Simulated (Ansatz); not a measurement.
Start from `BrB1CC1Br` and change one atom or group to get `BrB1CC1`.

Ansatz, PBE0-D4/def2-TZVP geometries, multiplicity 1. 

Scalar relativity is left out up to krypton.

```json
{"property": "HOMO energy (PBE0/def2-TZVPP) / eV", "`BrB1CC1Br`": "-7.23"}
{"property": "ideal-gas entropy at 298 K and 1 bar (rigid rotor, harmonic PBE0-D4/def2-TZVP) / J/(mol·K)", "`BrB1CC1Br`": "348"}
{"property": "HOMO–LUMO gap (ωB97M-V/def2-TZVPP) / eV", "`BrB1CC1Br`": "9.44"}
{"property": "zero-point energy (PBE0-D4/def2-TZVP) / kJ/mol", "`BrB1CC1Br`": "124.3"}
{"property": "size of the dipole moment (PBE/def2-TZVPP) / D", "`BrB1CC1Br`": "1.67"}
{"property": "HOMO energy (B3LYP/def2-TZVPP) / eV", "`BrB1CC1Br`": "-7.01"}
```

(1) What does the change do to each property? (Best estimate.)

## Answers

(1) The calculation gave: 
```tsv
property	`BrB1CC1`	shift
HOMO energy (PBE0/def2-TZVPP) / eV	-7.20	0.03
ideal-gas entropy at 298 K and 1 bar (rigid rotor, harmonic PBE0-D4/def2-TZVP) / J/(mol·K)	296	-52
HOMO–LUMO gap (ωB97M-V/def2-TZVPP) / eV	10.18	0.74
zero-point energy (PBE0-D4/def2-TZVP) / kJ/mol	148.2	23.9
size of the dipole moment (PBE/def2-TZVPP) / D	0.84	-0.83
HOMO energy (B3LYP/def2-TZVPP) / eV	-6.99	0.02
```

Dipoles are sizes alone; their direction can turn. Modes under 60 cm⁻¹, often nearly free rotors, make the harmonic entropy too high.

B3LYP here is the variant with VWN-RPA as its local correlation; programs differ in this.

Spin–orbit coupling is left out; it splits and shifts lone-pair levels of the heavy atoms by tenths of an eV.
